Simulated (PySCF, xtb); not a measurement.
3-bromo-1,1-difluoropropa-1,2-diene (C3HBrF2), SMILES BrC=C=C(F)F.

Harmonic wavenumbers (cm⁻¹) from GFN2-xTB (xtb) at its own minimum, in rising order: 85, 102, 226, 328, 457, 464, 540, 616, 761, 813, 1141, 1155, 1422, 2055, 3059.

Question: What does B3LYP-D3(BJ)/def2-SVP (PySCF) give at its own minimum? (The exact figures need the calculation; the answer reports its results.)

Answer: 88, 108, 250, 336, 536, 598, 608, 653, 822, 847, 1195, 1299, 1472, 2104, 3184. Paired by order, the mean absolute difference is 58 cm⁻¹ and the zero-point energies are 18.9 and 20.2 kcal/mol.
